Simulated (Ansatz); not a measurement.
Ba₂S₂⁺, relaxed as a quartet with UKS PBE-D4/def2-SVP in Ansatz, starting from the PBE-D4/def2-SVP geometry of the charge +1 doublet. Force threshold 0.02 eV/Å.

In the def2 sets Ba takes a core potential; there is no spin–orbit coupling. At PBE-D4/def2-SVP a doublet of charge 1 lies 2.66 eV below the quartet, each at its own geometry. The structure comes from a short search, and lower isomers may exist.

Start:

```csv
atom,x (Å),y (Å),z (Å)
Ba1,0.894,1.625,-1.416
Ba2,-0.905,-1.635,1.398
S3,-1.275,0.916,0.247
S4,1.285,-0.906,-0.228
```

Estimate the energy that the relaxation releases and the steps that it takes.

0.49 eV, in 6 steps; 33 s on 4 threads of Intel Xeon on a shared host. No frequencies were taken in this run, so the end may be a saddle point.

Does the start keep its bonding and symmetry?

By distances, no bond broke or formed, bridged metal pairs apart. The bond that changes most is Ba2–S3, from 2.82 to 2.97 Å (atoms count from 1). Metal–metal contacts that move far: Ba1–Ba2 4.67 to 5.26 Å. Point group D2h at the start, D2h at the end, both within 0.05 Å.

Predict the relaxed structure.


| atom | x (Å) | y (Å) | z (Å) |
| --- | --- | --- | --- |
| Ba1 | 1.015 | 1.839 | -1.585 |
| Ba2 | -1.013 | -1.837 | 1.588 |
| S3 | -1.107 | 0.786 | 0.203 |
| S4 | 1.105 | -0.788 | -0.207 |
Bond lengths (bridged metal pairs left out): 4 × Ba–S 2.97 Å.
